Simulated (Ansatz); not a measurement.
Ansatz (a quantum-chemistry and plane-wave program) input (RI-MP2/cc-pVTZ):
A basis named .json is the Basis Set Exchange file of that set.

Ansatz 0.2 input:
```yaml
crystal:
  periodic: [false, false, false]
  atoms:
    - {symbol: Ga, position_ang: [-0.07291982, 0.12343991, 0.28867848]}
    - {symbol: F, position_ang: [-1.37584435, -1.01626928, -0.32617332]}
    - {symbol: F, position_ang: [0.13343100, 1.42660418, -0.98951333]}
    - {symbol: F, position_ang: [1.49358161, -0.83551680, 0.32134966]}
basis:
  gaussian:
    orbitals: cc-pVTZ
    fitting: {mean_field: def2-universal-jkfit, correlation: cc-pVTZ-RIFIT.json}
total_charge: -1
magnetization: {spin_polarized: true, initial_magnetization: 1}
correlation: {method: mp2, electrons: outside_noble_gas}
```

Output:

```
Functional definition: HF
integrals: 0.07 GiB planned
497 factors; integrals over basis functions are off by at most 9.0e-1 eV
409 factors; integrals over basis functions are off by at most 1.3e2 eV
mean field: 0.42 GiB planned
mean field evaluation 1: about -60459.2089 eV, gradient 1.4e1 eV
mean field evaluation 2: about -60460.3494 eV, gradient 8.6e0 eV
mean field evaluation 4: about -60460.6767 eV, gradient 8.7e-1 eV
mean field evaluation 8: about -60460.6927 eV, gradient 3.0e-6 eV
mean field -60460.69266621 eV, -2221.8894737538 hartree, gradient 3.0e-6 eV, S^2 0.752457; 0 other end points of the search recorded, 0 dependent functions left out
17 core orbitals not correlated, not the lowest: weight in the atoms' cores, before any rotation towards them, 0.961 or more for the frozen orbitals, at most 0.036 for the correlated occupied ones
reference -60460.69266621 eV, -2221.8894737538 hartree; 13, 12 occupied and 103, 104 virtual orbitals, 409 factors
second order -22.98837761 eV of doubles, -0.00000000 eV of singles
Total energy: -60483.68104382 eV, -2222.7342810490 hartree
```
